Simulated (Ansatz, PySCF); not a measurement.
This Ansatz (an electronic-structure program) input computes a CCSD(T)/cc-pVDZ energy:

Ansatz 0.2 input:
```yaml
crystal:
  periodic: [false, false, false]
  atoms:
    - {symbol: B, position_ang: [-0.00000000, -0.00000000, -0.78400375]}
    - {symbol: B, position_ang: [0.00000000, 0.00000000, 0.78400375]}
basis:
  gaussian:
    orbitals: cc-pVDZ
magnetization: {spin_polarized: true, initial_magnetization: 2}
correlation: {method: ccsd_t, electrons: outside_noble_gas}
```

Question: Write an input for the same energy in PySCF and say what it gives.

Answer: 
```python
from pyscf import gto, scf, mp, cc as ccmod

mol = gto.M(
    atom='''
    B    -0.00000000   -0.00000000   -0.78400375
    B     0.00000000    0.00000000    0.78400375
    ''',
    basis='cc-pvdz',
    charge=0,
    spin=2,
    symmetry='D2h',
    verbose=4,
)

mf = scf.UHF(mol)
mf.conv_tol = 1e-10
mf.max_cycle = 100
mf.kernel()
mp2 = mp.MP2(mf, frozen=2).run()
cc = ccmod.CCSD(mf, frozen=2)
cc.max_cycle = 100
cc.kernel()
et = cc.ccsd_t()
print(f'E(CCSD(T)) = {cc.e_tot + et:.9f}')
```
It gives -49.26960 Eh, and Ansatz -49.26497 Eh, a difference of 4.63 mEh. That is more than fitting and grids explain: the two runs ended on different electronic states or use different definitions.
